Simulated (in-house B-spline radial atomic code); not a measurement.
A fraction x of an electron is removed from 2p in O²⁺, starting from [He] 2s2 2p2 and keeping the highest spin. Method: non-relativistic PBEsol, spin-polarised, spherical fractional occupations, point nucleus. Calculated with a B-spline radial code for spherical atoms.

| x | E(x) - E(0) (eV) | 2p up level (eV) |
| --- | --- | --- |
| 0 | 0.0000 | -44.983 |
| 0.1 | 4.5988 | -46.996 |
| 0.22 | 10.3847 | -49.442 |
| 0.32 | 15.4319 | -51.506 |
| 0.39 | 19.0883 | -52.965 |
| 0.5 | 25.0414 | -55.279 |
| 0.53 | 26.7093 | -55.914 |
| 0.72 | 37.7184 | -59.983 |
| 0.84 | 45.0726 | -62.591 |
| 0.99 | 54.7080 | -65.888 |
| 1 | 55.3680 | -66.109 |

The exact functional would give a straight line between the two integer points. Deviations E(x) - E(0) - x[E(1) - E(0)], in eV: -0.938 at x = 0.1, -1.796 at x = 0.22, -2.286 at x = 0.32, -2.505 at x = 0.39, -2.643 at x = 0.5, -2.636 at x = 0.53, -2.147 at x = 0.72, -1.437 at x = 0.84, -0.106 at x = 0.99.

The curve lies below the straight line by up to 2.643 eV (at x = 0.5): convex, the delocalisation error that favours fractional charges.

(1) How well does Slater's transition state (minus the level at half occupation) give the ionisation energy?

## Answers

(1) It gives 55.279 eV against 55.368 eV from the two total energies; NIST lists 54.94 eV, ground level to ground level.
